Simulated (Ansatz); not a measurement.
CdF2 (SMILES [F][Cd][F]) moved off its minimum; all values from Ansatz (a quantum-chemistry and plane-wave program), cores frozen in correlated methods. Elements past Kr take the def2 small-core potentials, without spin–orbit coupling.
(charge 0, multiplicity 1)
```xyz
3

Cd    -0.0224     0.0107     0.0511
F     -0.0061     0.0313    -1.9052
F     -0.0438    -0.0513     1.9995
```

Give the forces (eV/Å), the total energy and the dipole at CCSD(T)/def2-TZVPPD.


```json
[
 {"atom": "Cd1", "Fx": "-0.005", "Fy": "-0.044", "Fz": "-0.130"},
 {"atom": "F2", "Fx": "-0.003", "Fy": "0.012", "Fz": "0.579"},
 {"atom": "F3", "Fx": "0.007", "Fy": "0.032", "Fz": "-0.448"}
]
```
Energy -366.8145 hartree, dipole 0.11 D.
